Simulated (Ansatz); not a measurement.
The cluster Li₅N₂. Total charge 0; doublet. Geometry B3LYP-D4/def2-TZVP.

| atom | x (Å) | y (Å) | z (Å) |
| --- | --- | --- | --- |
| Li1 | -0.8657 | 0.2562 | -1.4341 |
| Li2 | -0.4625 | 2.2677 | 0.6828 |
| Li3 | -0.7974 | -0.5792 | 1.3807 |
| Li4 | 1.6632 | 0.3229 | 0.0538 |
| Li5 | 0.4628 | -2.2668 | -0.6854 |
| N6 | -0.1398 | 0.6838 | 0.2075 |
| N7 | 0.1393 | -0.6846 | -0.2054 |

LC-ωPBE has ω = 0.4 bohr⁻¹. The structure comes from a short search, and lower isomers may exist.

(1) Estimate the α-spin orbital energies around the gap (eV) in Ansatz with HF/6-31G, PBE-D4/def2-TZVP, revPBE-D4/def2-TZVP, r2SCAN-D4/def2-TZVPD, LC-ωPBE/def2-TZVP.

## Answers

(1) 
| orbital | HF/6-31G | PBE-D4/def2-TZVP | revPBE-D4/def2-TZVP | r2SCAN-D4/def2-TZVPD | LC-ωPBE/def2-TZVP |
| --- | --- | --- | --- | --- | --- |
| HOMO−13 | -420.23 | -378.20 | -378.48 | -382.94 | -383.27 |
| HOMO−12 | -65.47 | -49.08 | -49.15 | -50.74 | -55.74 |
| HOMO−11 | -64.50 | -49.08 | -49.15 | -50.74 | -54.68 |
| HOMO−10 | -64.48 | -48.97 | -49.08 | -50.57 | -54.66 |
| HOMO−9 | -64.48 | -48.96 | -49.07 | -50.56 | -54.66 |
| HOMO−8 | -63.67 | -48.96 | -49.06 | -50.56 | -53.87 |
| HOMO−7 | -29.48 | -19.91 | -19.91 | -21.02 | -25.32 |
| HOMO−6 | -19.98 | -12.41 | -12.41 | -13.26 | -17.36 |
| HOMO−5 | -11.11 | -6.92 | -6.87 | -7.24 | -10.81 |
| HOMO−4 | -11.11 | -6.60 | -6.54 | -6.89 | -10.75 |
| HOMO−3 | -10.97 | -6.60 | -6.54 | -6.89 | -10.75 |
| HOMO−2 | -5.57 | -2.71 | -2.65 | -2.80 | -5.85 |
| HOMO−1 | -5.57 | -2.70 | -2.64 | -2.80 | -5.84 |
| HOMO | -2.80 | -2.16 | -2.14 | -2.27 | -3.26 |
| LUMO | -0.05 | -1.87 | -1.87 | -1.92 | -0.23 |
| LUMO+1 | 0.57 | -1.36 | -1.32 | -1.38 | 0.42 |
| LUMO+2 | 0.57 | -1.36 | -1.32 | -1.38 | 0.42 |
| LUMO+3 | 1.16 | -0.87 | -0.85 | -0.69 | 0.97 |
| LUMO+4 | 2.07 | 0.55 | 0.64 | 0.21 | 2.89 |
| LUMO+5 | 2.07 | 0.56 | 0.65 | 0.21 | 2.89 |
| β HOMO | -5.88 | -2.66 | -2.60 | -2.80 | -5.88 |
| β LUMO | 0.03 | -1.72 | -1.73 | -1.34 | -0.19 |
